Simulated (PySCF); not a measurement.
Isomers of C2H4Si. Isolated molecules, 0 K electronic values unless said otherwise. Strings in code marks are SMILES.

Quantity: electronic energy of isomers of C2H4Si relative to `C#C[SiH3]`, in kcal/mol.

Case: `C1=C[SiH2]1`. Geometry of `C1=C[SiH2]1` (neutral, multiplicity 1, Å):

```xyz
7

C     -0.7036     0.7082    -0.0104
C     -0.7827    -0.6197    -0.0044
Si     0.9387    -0.0559     0.0094
H     -1.4111     1.5262    -0.0214
H     -1.5824    -1.3480    -0.0085
H      1.7824    -0.1116    -1.2022
H      1.7588    -0.0992     1.2376
```

Predict the electronic energy of isomers of C2H4Si relative to `C#C[SiH3]` from HF/6-31G* // B3LYP-D3(BJ)/def2-TZVP (PySCF).

12.8 kcal/mol.
